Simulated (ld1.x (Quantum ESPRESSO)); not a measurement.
# Which change was made? (Br, TM)

- Element: bromine
- Generator: ld1.x (Quantum ESPRESSO) 7.5
- Type: norm-conserving Troullier–Martins (Kleinman–Bylander form)
- Functional: PBEsol
- Relativity: scalar-relativistic
- Frozen core: [Ar] 3d10
- Valence charge: 7
- Reference configuration: 4s2 4p5
- Partial waves: 4p (bound): rc 1.40 bohr; 4s (bound): rc 1.20 bohr
- Local potential: the s channel
- Core correction: none

Cutoffs, loose and tight: the cutoffs (Ry, on a coarse ladder) from which the occupation-weighted sum of valence levels, in a spherical-Bessel basis at the reference potential, stays within 10 and 1 mRy of its value at 400 Ry. They do not see the model core or the augmentation charge, which bear on the density cutoff. Test errors are all-electron minus pseudo excitation energies from the reference, over the configurations 4s2 4p4; 4s2 4p3; 4s2 4p2; 4s1 4p5; 4s2 4p4.5; 4s2 4p5.3; 4s2 4p1; variants that change the core or the reference have their own tests.

The base gives: outcome: generated; cutoff, loose: 55 Ry; cutoff, tight: 120 Ry; bound ghosts: p; largest test error (meV): -71.

(1) After one change the result is: outcome: generated; cutoff, loose: 45 Ry; cutoff, tight: 70 Ry; bound ghosts: p; largest test error (meV): -54. Which change was it?
A. all radii scaled by about 0.76 (s 0.92, p 1.06 bohr)
B. all radii scaled by about 1.13 (s 1.36, p 1.58 bohr)
C. all radii scaled by about 1.28 (s 1.54, p 1.78 bohr)
D. all radii scaled by about 0.92 (s 1.10, p 1.28 bohr)

## Answers

(1) C. The others give: all radii scaled by about 1.13 (s 1.36, p 1.58 bohr) → outcome: generated; cutoff, loose: 45 Ry; cutoff, tight: 70 Ry; bound ghosts: none; largest test error (meV): -46 | all radii scaled by about 0.92 (s 1.10, p 1.28 bohr) → outcome: generated; cutoff, loose: 110 Ry; cutoff, tight: 230 Ry; bound ghosts: p; largest test error (meV): -130 | all radii scaled by about 0.76 (s 0.92, p 1.06 bohr) → outcome: generated; cutoff, loose: 260 Ry; cutoff, tight: over 300 Ry; bound ghosts: p; largest test error (meV): +315.
